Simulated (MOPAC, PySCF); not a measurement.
H2BrClSi, SMILES `Cl[SiH2]Br`, neutral singlet in the gas phase. 

Cartesian coordinates (Å):
SMILES: Cl[SiH2]Br
```xyz
5

Cl    -1.5637     1.2128    -0.0566
Si    -0.0477    -0.1522     0.0106
Br     1.9080     0.8642    -0.0832
H     -0.1310    -0.8828     1.2900
H     -0.1657    -1.0420    -1.1607
```
Charge 0, multiplicity 1.

All levels are single points at this geometry (PBE0-D4/def2-TZVP); Pople sets use spherical d functions. Orbital energies aren't observables, and empty levels follow the basis.

HF/STO-3G in PySCF gives HOMO (eV) = -9.02.

Question: Estimate the HOMO (eV) from each of these levels: PBE-D3(BJ)/def2-TZVP in PySCF; PBE0-D4/def2-TZVP in PySCF; M06-2X/6-31G* in PySCF; HF/3-21G in PySCF; AM1 in MOPAC.

Answer: 
```json
[
 {"level": "PBE-D3(BJ)/def2-TZVP in PySCF", "HOMO (eV)": "-7.41"},
 {"level": "PBE0-D4/def2-TZVP in PySCF", "HOMO (eV)": "-8.70"},
 {"level": "M06-2X/6-31G* in PySCF", "HOMO (eV)": "-9.93"},
 {"level": "HF/3-21G in PySCF", "HOMO (eV)": "-11.67"},
 {"level": "AM1 in MOPAC", "HOMO (eV)": "-11.19"}
]
```
